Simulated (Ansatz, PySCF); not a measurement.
Gas-phase reaction in SMILES: BC (CH5B) [methylborane] -> B[CH2] + H atom (the C-H bond at the site shown breaks; other sites are not compared here)
Structures are relaxed separately at B3LYP-D3(BJ)/def2-TZVP in Ansatz (a first-principles code), one conformer each, not searched for the lowest. Frequencies are from Ansatz.

Wanted: bond dissociation energy (enthalpy at 298 K, with B3LYP-D3(BJ) rigid-rotor harmonic-oscillator terms), in kcal/mol. Correlated levels leave the core frozen unless marked. UHF or UKS for open shells. No spin-orbit coupling. Non-relativistic. Basis-set limits of correlation are two-point, X^-3; Hartree-Fock from the larger set.

| level | program | bond dissociation energy (kcal/mol) |
|---|---|---|
| BP86-D3(BJ)/def2-TZVPD | PySCF + dftd3 | 93.9 |

Problem. What does CCSD(T)/CBS(def2-TZVPPD,def2-QZVPPD) (Ansatz) give?

Solution. 94.7 kcal/mol
